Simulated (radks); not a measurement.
Values are calculated unless marked as measured or tabulated.
Task: The zirconium ion Zr7+, configuration [Ar] 3d10 4s2 4p3. Code: a radial shooting solver on a logarithmic mesh with Libxc functionals. Model: scalar-relativistic Kohn-Sham, HCTH/407, spin-polarised, spherical densities, point nucleus; open shells are filled with parallel spins first (spin-orbit coupling, left out, can overturn this in heavy ions). Some entries of the table are withheld. Estimate them.

orbital,occ.,eigenvalue (eV),r(max) (bohr)
1s up,1,-17928.77,0.02416
1s down,1,-17928.17,0.02416
2s up,1,-2581.839,0.1370
2s down,1,-2581.461,0.1370
2p up,3,-2316.303,0.1094
2p down,3,-2315.696,0.1094
3s up,1,-512.6722,0.4076
3s down,1,-512.1389,0.4078
3p up,3,-425.8154,0.4013
3p down,3,-425.1643,0.4015
3d up,5,-283.0846,0.3455
3d down,5,-282.2856,0.3456
4s up,1,-151.9577,1.042
4s down,1,-145.4406,1.036
4p up,3,(1),1.111
4p down,0,(2),1.111

Result: 
(1) 4p up eigenvalue (eV): -127.1731
(2) 4p down eigenvalue (eV): -121.0301
